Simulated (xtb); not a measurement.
xtb input (GFN1-xTB):

```bash
xtb mol.xyz --gfn 1 --sp --chrg 0 --uhf 0
```
mol.xyz:
```
14

Si    -2.29980757     0.63288209    -1.06195154
Si    -1.24487293    -1.38070664    -0.49028104
Si     0.08468056    -1.03683830     1.41061792
Si     1.35013160     0.89949745     1.05045677
Cl     2.15031520     0.78021811    -0.86707089
H     -3.16131704     0.47042469    -2.25777742
H     -3.13902658     1.09187751     0.07222660
H     -1.27569289     1.66710273    -1.33962908
H     -0.38034054    -1.83533828    -1.60646749
H     -2.25827450    -2.43279264    -0.22015382
H     -0.76816408    -0.82608057     2.60930745
H      0.99027620    -2.18427053     1.66814622
H      2.47784755     1.06926052     1.99338158
H      0.49749062     2.10842436     1.09738136
```

End of the output:

```
         :::::::::::::::::::::::::::::::::::::::::::::::::::::
         ::                     SUMMARY                     ::
         :::::::::::::::::::::::::::::::::::::::::::::::::::::
         :: total energy             -16.559122699562 Eh    ::
         :: gradient norm              0.038691873133 Eh/a0 ::
         :: HOMO-LUMO gap              3.445426556490 eV    ::
         ::.................................................::
         :: SCC energy               -16.656944917876 Eh    ::
         :: -> electrostatic           0.013759200764 Eh    ::
         :: repulsion energy           0.105247709386 Eh    ::
         :: dispersion energy         -0.007425491072 Eh    ::
         :: halogen bond corr.         0.000000000000 Eh    ::
         :: add. restraining           0.000000000000 Eh    ::
         :: total charge              -0.000000000000 e     ::
         :::::::::::::::::::::::::::::::::::::::::::::::::::::

           -------------------------------------------------
          |                Property Printout                |
           -------------------------------------------------

    * Orbital Energies and Occupations

         #    Occupation            Energy/Eh            Energy/eV
      -------------------------------------------------------------
         1        2.0000           -0.9272778             -25.2325
       ...           ...                  ...                  ...
         4        2.0000           -0.6225880             -16.9415
         5        2.0000           -0.5965792             -16.2337
         6        2.0000           -0.5053053             -13.7501
         7        2.0000           -0.5035694             -13.7028
         8        2.0000           -0.4969923             -13.5238
         9        2.0000           -0.4918987             -13.3852
        10        2.0000           -0.4888920             -13.3034
        11        2.0000           -0.4883888             -13.2897
        12        2.0000           -0.4869419             -13.2504
        13        2.0000           -0.4733304             -12.8800
        14        2.0000           -0.4507086             -12.2644
        15        2.0000           -0.4247157             -11.5571
        16        2.0000           -0.4056657             -11.0387 (HOMO)
        17                         -0.2790486              -7.5933 (LUMO)
Note: The following floating-point exceptions are signalling: IEEE_DENORMAL
normal termination of xtb
        18                         -0.2753594              -7.4929
        19                         -0.2621639              -7.1338
        20                         -0.2521893              -6.8624
        21                         -0.2413801              -6.5683
        22                         -0.2285035              -6.2179
        23                         -0.2016433              -5.4870
        24                         -0.1956635              -5.3243
        25                         -0.1734149              -4.7189
        26                         -0.1604530              -4.3661
        27                         -0.1427291              -3.8839
       ...                                ...                  ...
        63                          1.7049580              46.3943
      -------------------------------------------------------------
                  HL-Gap            0.1266171 Eh            3.4454 eV
             Fermi-level           -0.3423572 Eh           -9.3160 eV

  Mulliken/CM5 charges         n(s)   n(p)   n(d)
     1Si    0.18885 -0.05395   1.340  2.034  0.437
     2Si    0.07782 -0.08784   1.347  2.135  0.440
     3Si    0.08738 -0.07756   1.350  2.128  0.434
     4Si    0.23510  0.03093   1.265  1.800  0.699
     5Cl   -0.08796 -0.04896   1.891  5.205 -0.008
     6H    -0.05672  0.02442   1.057  0.000  0.000
     7H    -0.06022  0.02097   1.060  0.000  0.000
     8H    -0.05934  0.02279   1.059  0.000  0.000
     9H    -0.04904  0.03356   1.049  0.000  0.000
    10H    -0.05026  0.03158   1.050  0.000  0.000
    11H    -0.05629  0.02560   1.056  0.000  0.000
    12H    -0.05191  0.03019   1.052  0.000  0.000
    13H    -0.05734  0.02529   1.057  0.000  0.000
    14H    -0.06005  0.02298   1.060  0.000  0.000

Wiberg/Mayer (AO) data.
largest (>0.10) Wiberg bond orders for each atom

 ---------------------------------------------------------------------------
     #   Z sym  total        # sym  WBO       # sym  WBO       # sym  WBO
 ---------------------------------------------------------------------------
     1  14 Si   3.965 --     2 Si   1.019     7 H    0.907     6 H    0.905
                             8 H    0.904     3 Si   0.107
     2  14 Si   4.135 --     1 Si   1.019     3 Si   1.003    10 H    0.879
                             9 H    0.878
     3  14 Si   4.105 --     2 Si   1.003     4 Si   0.975    11 H    0.887
                            12 H    0.881     1 Si   0.107
     4  14 Si   4.382 --     5 Cl   1.399     3 Si   0.975    13 H    0.906
                            14 H    0.903
     5  17 Cl   1.495 --     4 Si   1.399
     6   1 H    0.988 --     1 Si   0.905
     7   1 H    0.989 --     1 Si   0.907
     8   1 H    0.990 --     1 Si   0.904
     9   1 H    0.990 --     2 Si   0.878
    10   1 H    0.989 --     2 Si   0.879
    11   1 H    0.989 --     3 Si   0.887
    12   1 H    0.989 --     3 Si   0.881
    13   1 H    0.990 --     4 Si   0.906
    14   1 H    0.991 --     4 Si   0.903
 ---------------------------------------------------------------------------

Topologies differ in total number of bonds
Writing topology from bond orders to xtbtopo.mol

 dipole moment from electron density (au)
     X       Y       Z
  -0.1391   0.1178   0.3911  total (Debye):    1.097

           -------------------------------------------------
          | TOTAL ENERGY              -16.559122699562 Eh   |
          | GRADIENT NORM               0.038691873133 Eh/α |
          | HOMO-LUMO GAP               3.445426556490 eV   |
           -------------------------------------------------

------------------------------------------------------------------------
------------------------------------------------------------------------
 total:
 SCF:
```
